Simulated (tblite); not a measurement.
Compound: C8H14Si.
Cartesian coordinates in Å at the GFN2-xTB level; atoms count from 1:
```xyz
23
C8H14Si angstrom
C      2.7593    1.0424    0.2978
C      1.9541    0.2976   -0.4357
C      1.1115   -0.8221    0.0890
C     -0.3501   -0.5873   -0.2752
C     -0.9072    0.6697    0.2787
C     -1.5366    1.5946   -0.4354
C     -0.7417    0.8395    1.7636
C     -0.7338   -1.0277   -1.6940
Si    -1.5070   -2.1027   -0.3624
H      2.8859    0.8715    1.3551
H      3.3352    1.8491   -0.1230
H      1.8453    0.4935   -1.4944
H      1.2392   -0.9091    1.1693
H      1.4410   -1.7627   -0.3627
H     -1.9436    2.4775    0.0279
H     -1.6557    1.5341   -1.5023
H      0.2767    1.1468    1.9971
H     -1.4183    1.6025    2.1397
H     -0.9440   -0.0973    2.2809
H     -1.3586   -0.3604   -2.2679
H      0.0795   -1.4107   -2.2955
H     -0.9304   -3.4107   -0.1029
H     -2.9054   -1.9012   -0.0375
```

Computed values, GFN2-xTB/tblite, gas phase, harmonic and unscaled. This tight-binding method is rough: wavenumbers can miss measured ones by several per cent, in bad cases by 10 to 20. Modes of hydrogen on silicon can be 10 to 20 % off. One conformer, not necessarily the lowest.

Harmonic wavenumbers (cm⁻¹): 26.5, 67.5, 79.2, 135.3, 151.1, 161.1, 267.8, 280.6, 336.3, 401.5, 410.3, 452.0, 462.9, 471.1, 501.5, 522.7, 584.7, 662.1, 702.0, 730.2, 742.1, 782.1, 831.1, 865.9, 888.7, 908.0, 928.8, 953.5, 970.1, 1018.6, 1020.8, 1038.0, 1041.4, 1076.5, 1151.7, 1184.7, 1212.2, 1269.6, 1307.3, 1313.2, 1395.6, 1418.5, 1423.3, 1443.7, 1473.8, 1488.3, 1499.6, 1698.8, 1717.5, 2348.1, 2380.0, 2938.4, 2981.6, 3007.2, 3016.1, 3042.6, 3057.6, 3060.1, 3085.0, 3091.7, 3106.6, 3119.4, 3131.5.

A = 1783, B = 1083, C = 879.4 MHz; mass 138.086 u (most abundant isotopes); point group C1, symmetry number 1.

**Question.** What is the zero-point energy?

**Answer.** Half the sum of the wavenumbers: 41418 cm⁻¹ = 495.47 kJ/mol.

**Question.** Give the ideal-gas entropy at 273.15 K and 1 bar in the rigid-rotor, harmonic-oscillator model (classical rotation).

**Answer.** Translation 168.49, rotation 122.87, vibration 135.88: S = 427.2 J/(mol K).

**Question.** And Cp and H(273.15 K) − H(0)?

**Answer.** Cp = 178.38 J/(mol K), of which vibrations give 145.13 (their classical limit is 63 R = 523.8); H(273.15 K) − H(0) = 28.48 kJ/mol without the zero-point energy, 19.40 from vibrations.

**Question.** Which modes carry the vibrational entropy at 273.15 K?

**Answer.** 26.5 cm⁻¹: 24.69; 67.5 cm⁻¹: 16.96; 79.2 cm⁻¹: 15.64; 135.3 cm⁻¹: 11.30; 151.1 cm⁻¹: 10.43; 161.1 cm⁻¹: 9.92 J/(mol K); the other 57 give 46.93 together.

**Question.** What must be added to the electronic energy to get the Gibbs energy at 273.15 K and 1 bar?

**Answer.** ZPE + [H(273.15 K) − H(0)] − T·S = 495.47 + 28.48 − 116.70 = 407.25 kJ/mol.

**Question.** Blend soft modes into free rotors: weight 1/[1 + (100 cm⁻¹/ν̃)⁴] for the oscillator and the rest for a rotor with moment μB/(μ + B), μ = h/(8π²ν), B = 10⁻⁴⁴ kg m². What vibrational entropy results?

**Answer.** 122.76 J/(mol K) in place of 135.88, which changes −T·S at 273.15 K by +3.58 kJ/mol.

**Question.** How do the functions run with temperature in this model?

**Answer.** 
| T (K) | S (J/(mol K)) | Cp (J/(mol K)) | H − H(0) (kJ/mol) | G − H(0) (kJ/mol) | ln q(vib) |
| --- | --- | --- | --- | --- | --- |
| 50 | 254.7 | 59.8 | 2.26 | -10.47 | 0.94 |
| 100 | 303.8 | 84.6 | 5.88 | -24.50 | 2.45 |
| 298.15 | 443.5 | 192.2 | 33.12 | -99.10 | 8.58 |
| 373.15 | 490.9 | 231.4 | 49.03 | -134.15 | 10.95 |
| 500 | 566.7 | 287.4 | 82.08 | -201.29 | 14.96 |
| 750 | 699.1 | 364.8 | 164.33 | -359.98 | 22.65 |
| 1000 | 811.5 | 415.9 | 262.32 | -549.18 | 29.82 |

q(vib) and H(0) count from the zero-point level.

Hindered rotation and anharmonicity are outside this model. Other conformers, if any are populated, would add a mixing term that is left out. The structure is chiral; the term R ln 2 for an equal mix with its mirror image is left out.

The run took 1.9 s wall on one thread, Arm Neoverse N1 (aarch64), shared host. This covers the Hessian and the dipole derivatives.
